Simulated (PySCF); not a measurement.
SMILES O[OH2+] (H₃O₂ (cation, charge +1)) (CAM-B3LYP/def2-SVP optimised geometry):

```
5

O     -0.765    -0.243     0.000
O      0.660    -0.243     0.000
H     -0.955     0.724     0.000
H      0.955    -0.724    -0.816
H      0.955    -0.724     0.815
```

Method: CAM-B3LYP/def2-TZVP run with PySCF 2.14.0.

Question: What are the frontier orbital energies?

Answer: HOMO-2 -24.42 eV, HOMO-1 -20.28 eV, HOMO -19.03 eV, LUMO -7.02 eV, LUMO+1 -5.51 eV.

On the same geometry PySCF with PBE/def2-TZVP gives HOMO-2 -20.66 eV, HOMO-1 -16.83 eV, HOMO -15.34 eV, LUMO -9.89 eV, LUMO+1 -7.48 eV.

Meta-Löwdin charges at CAM-B3LYP/def2-TZVP: O1 -0.22, O2 -0.11, H3 0.42, H4 0.46, H5 0.46.
